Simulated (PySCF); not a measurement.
W(O)(S)(OH)(NH2) (H₃NO₂SW), SMILES [NH2][W](=[O])([OH])=[S], multiplicity 1. Geometry: B3LYP-D3(BJ)/def2-SVP. The multiplicity is an assumed one; no other spin state was optimised. The structure was generated by enumeration; whether it is a known compound was not checked. The def2 effective core potentials stand for the cores of W; spin–orbit coupling is left out. The values are those of a single conformer.

Computed equilibrium geometry at B3LYP-D3(BJ)/def2-SVP (PySCF confirms it by a frequency run) as bond lengths and angles (one conformer of several):
Atoms: W1 O2 S3 O4 H5 N6 H7 H8. Bond lengths (Å): W1–O2 1.713, W1–S3 2.158, W1–O4 1.897, W1–N6 1.942, O4–H5 0.966, N6–H7 1.019, N6–H8 1.018. Bond angles (°): O2–W1–S3 111.8, O2–W1–O4 108.8, O2–W1–N6 106.7, S3–W1–O4 110.4, S3–W1–N6 107.9, O4–W1–N6 111.1, W1–O4–H5 126.9, W1–N6–H7 123.0, W1–N6–H8 125.1, H7–N6–H8 111.3.
Charge 0, spin multiplicity 1.
